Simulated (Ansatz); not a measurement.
Job for Ansatz (a first-principles code): R-SVWN5/def2-TZVPP on Hg2, 2S+1 = 1, a spin state set in the input, which need not be the lowest, a point of a bond scan (R = 3.726 Å). Elements past Kr take the def2 small-core potentials; no spin–orbit coupling.

Ansatz 0.2 input:
```yaml
crystal:
  periodic: [false, false, false]
  atoms:
    - {symbol: Hg, position_ang: [0.00000000, 0.00000000, 0.00000000]}
    - {symbol: Hg, position_ang: [0.00000000, 0.00000000, 3.72647900]}
basis:
  gaussian:
    orbitals: def2-TZVPP
    pivot_positions_ang: [[0.00000000, 0.00000000, 0.00000000], [0.00000000, 0.00000000, 3.72647900]]
hamiltonian:
  xc: {name: SVWN5}
output: {forces: true, orbitals: {seedname: ./end}}
```

### Question
What total energy does the run end on?

### Answer
-306.6092 hartree.
